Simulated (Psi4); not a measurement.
Cl3Y, charge -1, doublet, at a GFN2-xTB geometry (such geometries of metal compounds can be far from the true shape) (the multiplicity is a formal guess) (core potentials on Y) (a gas-phase anion, which may not be bound at this level), with bond 4-1 at 1.6 times its length; BLYP/def2-SVP in Psi4 1.11.

Input for Psi4:
```
memory 2 GB

molecule mol {
-1 2
Y     0.169872    0.452527    0.285819
Cl    1.948481   -0.730849   -0.844584
Cl   -0.901816   -1.233802    1.645752
Cl   -2.400118    1.210883   -2.502485
}

set {
  basis def2-svp
  reference uks
}

energy('blyp')
print_variables()
```

What the program printed (banner, timings and long lists left out):

```
   => Loading Basis Set <=

    Name: DEF2-SVP
    Role: ORBITAL
    Keyword: BASIS

    !!!  WARNING: ECP capability is in beta. Please check occupations closely.  !!!

         ---------------------------------------------------------
                                   SCF
               by Justin Turney, Rob Parrish, Andy Simmonett
                          and Daniel G. A. Smith
                              UKS Reference
         ---------------------------------------------------------

  ==> Geometry <==

    Molecular point group: c1
    Full point group: C1

    Geometry (in Angstrom), charge = -1, multiplicity = 2:

       Center              X                  Y                   Z               Mass
    ------------   -----------------  -----------------  -----------------  -----------------
         Y            0.336146634340     0.380942874508     0.461670108910    88.905840300000
         CL           2.114755634340    -0.802433125492    -0.668732891090    34.968852682000
         CL          -0.735541365660    -1.305386125492     1.821603108910    34.968852682000
         CL          -2.233843365660     1.139298874508    -2.326633891090    34.968852682000

  Running in c1 symmetry.

  Rotational constants: A =      0.05378  B =      0.02880  C =      0.02157 [cm^-1]
  Rotational constants: A =   1612.30388  B =    863.51609  C =    646.58377 [MHz]
  Nuclear repulsion =  208.181785589065385

  Charge       = -1
  Multiplicity = 2
  Electrons    = 63
  Nalpha       = 32
  Nbeta        = 31

  ==> Algorithm <==

  SCF Algorithm Type is DF.
  DIIS enabled.
  MOM disabled.
  Fractional occupation disabled.
  Guess Type is SAD.
  Energy threshold   = 1.00e-06
  Density threshold  = 1.00e-06
  Integral threshold = 1.00e-12

  ==> Primary Basis <==

  Basis Set: DEF2-SVP
    Blend: DEF2-SVP
    Number of shells: 35
    Number of basis functions: 85
    Number of Cartesian functions: 93
    Spherical Harmonics?: true
    Max angular momentum: 3

  Core potential: DEF2-SVP
    Number of shells: 4
    Number of ECP primitives: 14
    Number of ECP core electrons: 28
    Max angular momentum: 3

  ==> DFT Potential <==

   => LibXC <=

    Version 7.1.2
    S. Lehtola, C. Steigemann, M. J. T. Oliveira, and M. A. L. Marques,  SoftwareX 7, 1–5 (2018) (10.1016/j.softx.2017.11.002)

   => Composite Functional: BLYP <=

    BLYP GGA Exchange-Correlation Functional

    P.J. Stephens et. al., J. Phys. Chem., 98, 11623-11627, 1994
[...]
      Ntotal   =   63.0000783216 ; deviation = 7.832e-05

   @Spin Contamination Metric:   1.353209318E-03
   @S^2 Expected:                7.500000000E-01
   @S^2 Observed:                7.513532093E-01
   @S   Expected:                5.000000000E-01
   @S   Observed:                5.000000000E-01

    Orbital Energies [Eh]
    ---------------------

    Alpha Occupied:

[...]
    Alpha Virtual:

[...]
    Beta Occupied:

[...]
      31A     -0.019288

    Beta Virtual:

[...]
    Final Occupation by Irrep:
              A
    DOCC [    31 ]
    SOCC [     1 ]
    NA   [    32 ]
    NB   [    31 ]

  @DF-UKS Final Energy: -1418.67322432830497

   => Energetics <=

    Nuclear Repulsion Energy =            208.1817855890653846
    One-Electron Energy =               -2396.2439831329552362
    Two-Electron Energy =                 859.4031011495028451
    DFT Exchange-Correlation Energy =     -90.0141279339178908
    Empirical Dispersion Energy =           0.0000000000000000
    VV10 Nonlocal Energy =                  0.0000000000000000
    Total Energy =                      -1418.6732243283049684

  UHF NO Occupations:
  HONO-2 :   30  A 1.9998871
  HONO-1 :   31  A 1.9995993
  HONO-0 :   32  A 1.0000000
  LUNO+0 :   33  A 0.0004007
  LUNO+1 :   34  A 0.0001129
  LUNO+2 :   35  A 0.0000674
  LUNO+3 :   36  A 0.0000500

Computation Completed

Properties will be evaluated at   0.000000,   0.000000,   0.000000 [a0]

Properties computed using the SCF density matrix

 Multipole Moments:

 ------------------------------------------------------------------------------------
     Multipole            Electronic (a.u.)      Nuclear  (a.u.)        Total (a.u.)
 ------------------------------------------------------------------------------------

 L = 1.  Multiply by 2.5417464519 to convert [e a0] to [Debye]
 Dipole X            :         21.9449240          -20.4677780            1.4771460
 Dipole Y            :         22.5547077          -23.1953957           -0.6406880
 Dipole Z            :         29.6721017          -28.1108312            1.5612705
 Magnitude           :                                                    2.2427677

 ------------------------------------------------------------------------------------

  Variable Map:
  ----------------------------------------------------------------------------
[...]
  Array Variable Map:
  ----------------------------------------------------------------------------
[...]
[...]
```
